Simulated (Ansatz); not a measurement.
`C[O][Sn]([OH])([F])[F]` and `[OH][Sn]([OH])([F])[F]` differ in one atom or group.

Ansatz, PBE0-D4/def2-TZVP geometries, multiplicity 1. Each molecule was computed in one conformer, which needn't be the lowest.

Elements past krypton have def2 core potentials.

```csv
property,`C[O][Sn]([OH])([F])[F]`
LUMO energy (PBE/def2-TZVPP) / eV,-3.40
size of the dipole moment (ωB97M-V/def2-TZVPP) / D,2.61
HOMO–LUMO gap (PBE0/def2-TZVPP) / eV,6.45
size of the dipole moment (PBE/def2-TZVPP) / D,2.55
size of the dipole moment (B3LYP/def2-TZVPP) / D,2.65
LUMO energy (PBE0/def2-TZVPP) / eV,-2.40
```

Give the same properties after the change, and the shifts. (Estimate.)

Computed: 
```json
{"property": "LUMO energy (PBE/def2-TZVPP) / eV", "`[OH][Sn]([OH])([F])[F]`": "-3.48", "shift": "-0.08"}
{"property": "size of the dipole moment (ωB97M-V/def2-TZVPP) / D", "`[OH][Sn]([OH])([F])[F]`": "0.48", "shift": "-2.13"}
{"property": "HOMO–LUMO gap (PBE0/def2-TZVPP) / eV", "`[OH][Sn]([OH])([F])[F]`": "7.57", "shift": "1.12"}
{"property": "size of the dipole moment (PBE/def2-TZVPP) / D", "`[OH][Sn]([OH])([F])[F]`": "0.55", "shift": "-2.00"}
{"property": "size of the dipole moment (B3LYP/def2-TZVPP) / D", "`[OH][Sn]([OH])([F])[F]`": "0.53", "shift": "-2.12"}
{"property": "LUMO energy (PBE0/def2-TZVPP) / eV", "`[OH][Sn]([OH])([F])[F]`": "-2.48", "shift": "-0.08"}
```

With PBE0 the HOMO falls by 1.20 eV and the LUMO falls by 0.08 eV, so the gap widens by about 1.12 eV. PBE moves the HOMO by -1.03 eV and ωB97M-V by -1.29 eV. The zero-point energy changes by -74.5 kJ/mol with -9 modes. Dipoles are sizes alone; their direction can turn.

B3LYP here is the variant with VWN-RPA as its local correlation; programs differ in this.
